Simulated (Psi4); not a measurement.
C4H3S, charge -1, singlet, geometry from GFN2-xTB (a gas-phase anion, which may not be bound at this level). Base run: B3LYP/STO-3G run with Psi4 1.11.

Psi4 was given this input:
```
memory 2 GB

molecule {
-1 1
  S    -0.00082766    0.05267305    1.18469317
  C    -0.01458724    1.38257716   -0.00751956
  C     0.01279089   -1.21209334   -0.00380212
  C    -0.00751256    0.73867156   -1.22850840
  C     0.00746439   -0.68017748   -1.25133482
  H     0.02360557   -2.24376413    0.30791021
  H    -0.01333077    1.31026799   -2.15798828
  H     0.01403491   -1.28314000   -2.15802336
}

set basis sto-3g

energy('b3lyp')
print_variables()
```

Variants of this job, named by their change:

| change | ΔE vs base (µEh) | SCF cycles | grid points | basis functions |
|---|---|---|---|---|
| base | 0.0 | 9 | 167233 | 32 |
| puream = true | 0.0 | 9 | 167233 | 32 |
| scf_initial_accelerator = none | 0.0 | 9 | 167233 | 32 |
| diis_max_vecs = 15 | 0.0 | 9 | 167233 | 32 |
| scf_type = pk | 1721 | 9 | 167233 | 32 |
| basis_guess = sto-3g | 0.0 | 1 | 167233 | 32 |
| dft_radial_points = 99 | -1.0 | 9 | 220278 | 32 |
| dft_radial_points = 35 | -806 | 9 | 79580 | 32 |
| dft_nuclear_scheme = stratmann | -6.3 | 9 | 155296 | 32 |
| guess = modhuckel | 0.0 | 12 | 167233 | 32 |
| dft_pruning_scheme = robust | 0.0 | 9 | 113411 | 32 |
| damping_percentage = 50 | -10.7 | 73 | 167233 | 32 |
| df_basis_scf = cc-pvtz-jkfit | 1503 | 9 | 167233 | 32 |

A gas-phase anion may not be bound at this level; its values then depend on the basis.
